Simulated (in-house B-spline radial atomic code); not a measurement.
# Mo⁸⁺: [Ar] 3d10 4s2 4p4

All numbers are computed (Dirac-Kohn-Sham LDA PW92, spherical fractional occupations; Fermi nucleus of rms radius 4.4091 fm) with an all-electron radial atomic-structure program (B-spline basis), not measured.

Screening seen three ways: the hydrogenic charge with the same mean radius, Z_r = [3n² - l(l+1)]/(2<r>), the one with the same energy, Z_e = n√(-2ε), and Slater's rules. Values are occupation-weighted means over j. An effective charge above Z reflects the relativistic contraction of the inner shells.

```
shell  electrons   ε (eV)  <r> (bohr)    Z_r    Z_e  Slater
   1s          2   -19922      0.0352  42.61  38.27   41.70
   2s          2  -2930.6      0.1535  39.08  29.35   37.85
   2p          6    -2638      0.1339  37.36  27.85   37.85
   3s          2  -607.82      0.4284  31.51  20.05   30.75
   3p          6  -511.62      0.4294  29.11  18.40   30.75
   3d         10  -354.03      0.4125  25.46  15.30   20.85
   4s          2  -184.62       1.032  23.25  14.73   14.95
   4p          4  -156.02       1.104  20.83  13.55   14.95
```

The least bound orbital is 4p3/2 at -154.9 eV, and it is also the most diffuse (<r> = 1.111 bohr).

Spin-orbit splittings of the orbital energies (j = l + 1/2 above j = l - 1/2 when positive): 2p 106.4 eV, 3p 17.66 eV, 3d 3.368 eV, 4p 3.264 eV.

For the 1s electron the small component carries 2.34 % of the norm, the zero-frequency Breit interaction raises the level by 38.61 eV, self-energy by 21.11 eV, and vacuum polarisation lowers it by 2.438 eV.
